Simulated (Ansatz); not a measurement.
A run for Ansatz (an electronic-structure program): R-PBE0/def2-TZVPP on Pd, 2S+1 = 1, a spin state set in the input, which need not be the lowest. Elements past Kr take the def2 small-core potentials; no spin–orbit coupling.

Ansatz 0.2 input:
```yaml
crystal:
  periodic: [false, false, false]
  atoms:
    - {symbol: Pd, position_ang: [0.00000000, 0.00000000, 0.00000000]}
basis:
  gaussian:
    orbitals: def2-TZVPP
hamiltonian:
  xc: {name: PBE0}
scf: {lower_state_search: full}
```

Output:

```
Functional definition: PBE0
[...]
integrals: 0.01 GiB planned
394 factors; their error is unknown
mean field: 0.11 GiB planned
mean field evaluation 1: about -3473.2888 eV, gradient 6.2e1 eV
mean field evaluation 2: about -3169.3979 eV, gradient 2.5e2 eV
mean field evaluation 4: about -3478.9153 eV, gradient 1.2e1 eV
mean field evaluation 8: about -3479.1734 eV, gradient 1.7e-1 eV
mean field evaluation 16: about -3479.1734 eV, gradient 4.2e-5 eV
mean field evaluation 32: about -3440.2170 eV, gradient 6.4e1 eV
mean field evaluation 64: about -3479.1137 eV, gradient 1.3e0 eV
mean field -3479.17343796 eV, -127.8572655766 hartree, gradient 3.5e-5 eV, S^2 0.000000; 3 other end points of the search recorded, 0 dependent functions left out
reference -3479.17344903 eV, -127.8572659835 hartree; 9, 9 occupied and 47, 47 virtual orbitals, 394 factors
Total energy: -3479.17344903 eV, -127.8572659835 hartree
```

The calculation finished and met its thresholds.

Cost: around 1.7 core-seconds (rough).
